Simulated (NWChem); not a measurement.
System meant: CH3ClO2Si; SMILES Cl[SiH]1OCO1

Input file for NWChem:

```
start job
memory heap 200 mb stack 900 mb global 1100 mb
geometry units angstroms noautoz
  Cl    -0.284357     1.858145     0.000000
  Si     0.599942     0.016661     0.000000
  O     -0.029437    -1.082884    -1.102241
  C     -0.491225    -1.857453     0.000000
  O     -0.029437    -1.082884     1.102241
  H      2.060315     0.230103     0.000000
  H     -0.031721    -2.861262     0.000000
  H     -1.592550    -1.938931     0.000000
end
basis spherical
  * library def2-svp
end
dft
  odft
  mult 2
  xc pbe0
  iterations 150
  mulliken
end
task dft energy
```

End of the output:

```
 Summary of "ao basis" -> "ao basis" (spherical)
 ------------------------------------------------------------------------------
       Tag                 Description            Shells   Functions and Types
 ---------------- ------------------------------  ------  ---------------------
 Cl                         def2-svp                 8       18   4s3p1d
 Si                         def2-svp                 8       18   4s3p1d
 O                          def2-svp                 6       14   3s2p1d
 C                          def2-svp                 6       14   3s2p1d
 H                          def2-svp                 3        5   2s1p

 Summary of "ao basis" -> "ao basis" (spherical)
 ------------------------------------------------------------------------------
       Tag                 Description            Shells   Functions and Types
 ---------------- ------------------------------  ------  ---------------------
 Cl                         def2-svp                 8       18   4s3p1d
 Si                         def2-svp                 8       18   4s3p1d
 O                          def2-svp                 6       14   3s2p1d
 C                          def2-svp                 6       14   3s2p1d
 H                          def2-svp                 3        5   2s1p

      Symmetry analysis of basis
      --------------------------

        a'         62
        a"         31

  number of electrons :                   56
  multiplicity        :                    2
 ------------------------------------------------------------------------
  no. of electrons and multiplicity not compatible                  56
 ------------------------------------------------------------------------
 ------------------------------------------------------------------------
  current input line :
    23: task dft energy
 ------------------------------------------------------------------------
 ------------------------------------------------------------------------
 There is an error in the input file
 ------------------------------------------------------------------------
 For more information see the NWChem manual at https://nwchemgit.github.io

0: no. of electrons and multiplicity not compatible:Received an Error in Communication
```

Question: What is wrong, and how is it mended?

Answer: The input was rejected before any calculation. Cause: the multiplicity doesn't fit the number of electrons (an even count wants an odd multiplicity, and the reverse). This input runs:
```
start job
memory heap 200 mb stack 900 mb global 1100 mb
geometry units angstroms noautoz
  Cl    -0.284357     1.858145     0.000000
  Si     0.599942     0.016661     0.000000
  O     -0.029437    -1.082884    -1.102241
  C     -0.491225    -1.857453     0.000000
  O     -0.029437    -1.082884     1.102241
  H      2.060315     0.230103     0.000000
  H     -0.031721    -2.861262     0.000000
  H     -1.592550    -1.938931     0.000000
end
basis spherical
  * library def2-svp
end
dft
  xc pbe0
  iterations 150
  mulliken
end
task dft energy
```
It converges to -939.28252 Ha (PBE0/def2-SVP).
